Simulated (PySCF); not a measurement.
A PySCF script (with the pyscf-properties extension) for the NMR shieldings of SMILES CC(C)S(=O)(=O)Cl, C$_{3}$H$_{7}$ClO$_{2}$S, on a GFN2-xTB geometry:

```python
import basis_set_exchange as bse
import numpy as np
from pyscf import gto, dft
from pyscf.prop import nmr

atoms = """
C    -0.294197    1.463084    0.137152
C    -0.319246    0.073039   -0.443418
C    -1.104954   -0.954292    0.328954
S     1.404851   -0.511720   -0.468298
O     1.476952   -1.871224   -0.898734
O     2.261035    0.444748   -1.093527
Cl    1.894468   -0.511438    1.510175
H     0.451526    2.061700   -0.381443
H    -1.265451    1.942885    0.031677
H    -0.038384    1.427507    1.193981
H    -0.576296    0.076013   -1.502837
H    -0.812023   -0.941506    1.376581
H    -0.906085   -1.944101   -0.075523
H    -2.172874   -0.755168    0.263094
"""
names = dict.fromkeys(["C", "S", "O", "Cl", "H"], "pcSseg-1")
basis = {el: gto.basis.parse(bse.get_basis(n, elements=[el], fmt="nwchem")) for el, n in names.items()}
mol = gto.M(atom=atoms, basis=basis, charge=0, verbose=0)
mf = dft.RKS(mol, xc="PBE0")
mf.grids.level = 2
mf.grids.alignment = dft.numint.BLKSIZE   # the property module wants whole blocks of grid points
mf.conv_tol = 1e-9
mf.kernel()

calc = nmr.RKS(mf)   # GIAO
C = mf.mo_coeff
Co = C[:, mf.mo_occ > 0]
resp = mf.gen_response(singlet=True, hermi=2)
def vind(x):   # induced exchange potential for any number of trial vectors
    d = np.einsum("pi,xij,qj->xpq", C, 2 * x.reshape(-1, C.shape[1], Co.shape[1]), Co, optimize=True)
    return np.einsum("xpq,pi,qj->xij", resp(d - d.transpose(0, 2, 1)), C, Co, optimize=True).ravel()
mo1, _ = nmr.rhf.solve_mo1(calc, with_cphf=vind)
sigma = calc.kernel(mo1)
for i, s in enumerate(sigma):   # ppm
    print("%2d %-2s %9.2f" % (i, mol.atom_pure_symbol(i), np.trace(s) / 3))
```

Task: What are the results?

Result: 
```
 0 C     169.27
 1 C     114.91
 2 C     169.27
 3 S     127.50
 4 O      42.06
 5 O      42.33
 6 Cl    455.15
 7 H      29.66
 8 H      30.37
 9 H      30.33
10 H      28.57
11 H      30.31
12 H      29.66
13 H      30.38
```

These numbers come from an equivalent density-fitted implementation of the same equations, which agrees with the script to about 0.01 ppm for H and up to a few tenths of a ppm for heavy atoms, so last digits may differ.

Task: Turn these shieldings into chemical shifts. Shifts are taken against calculated references (same method and geometry level): TMS for 13C (186.93 ppm), 1H (31.72 ppm); CS2 for 33S (503.73 ppm); 17O (336.08 ppm) vs H2O; 35Cl (949.78 ppm) vs HCl.

Result: Averaging equivalent atoms: C 1: 72.0; C 0/2: 17.7; S 3: 376; O 4/5: 293.9; Cl 6: 495; H 10: 3.14; H 7/8/9/11/12/13: 1.60 ppm. Unscaled 17O shifts of doubly bonded oxygen tend to come out too high, by tens of ppm or more. Experimental scales use liquid or dissolved standards, which lie at an offset from isolated H2O (liquid H2O: subtract about 36 ppm).

Size and cost of the density-fitted run: 168 basis functions, 28 s wall time on 1 thread of an Arm Neoverse V2, shared host.
